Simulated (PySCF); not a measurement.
**Electronic structure of Tc⁶⁺ (technetium, charge +6) at the UHF level**

Configuration: [Kr] 4d1, 2D determinant. Calculation: PySCF 2.14, in an even-tempered Gaussian basis (22 s from 0.11 bohr⁻², ratio 2.5; 16 p from 0.14 bohr⁻², ratio 2.5; 11 d from 0.14 bohr⁻², ratio 2.5; 5 f from 0.58 bohr⁻², ratio 2.7; 5 g from 0.87 bohr⁻², ratio 2.7); the spin-free X2C one-electron Hamiltonian (Gaussian nucleus).

- Total energy: -4275.001357 hartree
- One-electron energy: -5776.5833 hartree
- Hartree (Coulomb) energy: 1626.5045 hartree
- Exchange energy: -124.9225 hartree
- ⟨S²⟩: 0.7526
- ⟨L²⟩: 6.029
- Sum of ⟨r⟩: 18.48 bohr
- Sum of ⟨r²⟩: 16.44 bohr²
- Traceless quadrupole moment −½Σ⟨3z² − r²⟩ along its main axis: 0.534 e·bohr²

```csv
shell,electrons,mean orbital energy (eV),spread (eV),"rms radius, mean of both spins (bohr)"
1s β,1,-21246.3,0,0.0394
1s α,1,-21246.3,0,0.0394
2s α,1,-3184.0,0,0.162
2s β,1,-3183.7,0,0.162
2p α,3,-2853.1,0.061,0.144
2p β,3,-2852.8,0.376,0.144
3s α,1,-658.89,0,0.441
3s β,1,-658.71,0,0.441
3p α,3,-547.14,0.440,0.446
3p β,3,-546.92,0.732,0.446
3d α,5,-366.04,1.523,0.434
3d β,5,-365.52,0.863,0.434
4s α,1,-170.85,0,1.09
4s β,1,-168.96,0,1.09
4p α,3,-135.33,1.442,1.18
4p β,3,-132.90,1.874,1.18
4d α,1,-88.562,0,1.42
```

Densities and radii are taken from the X2C orbitals without a picture-change correction, which distorts them close to the nucleus.

Spin-orbit constants ζ (cm⁻¹) from the X2C one-electron operator on these orbitals: bare nucleus, nucleus screened by l(l+1)(2l+1)/3 electrons, and screened by the Breit-Pauli mean field of the electrons.

| shell | bare | screened nucleus | mean field |
| --- | --- | --- | --- |
| 2p | 642400 | 612500 | 599200 |
| 3p | 108900 | 103900 | 101200 |
| 3d | 15650 | 12010 | 11450 |
| 4p | 16940 | 16160 | 15700 |
| 4d | 1816 | 1394 | 1298 |

To first order the Landé constant is A = 1298 cm⁻¹, so the lowest level has J = 3/2 and lies 0.241 eV below the centre of the term.
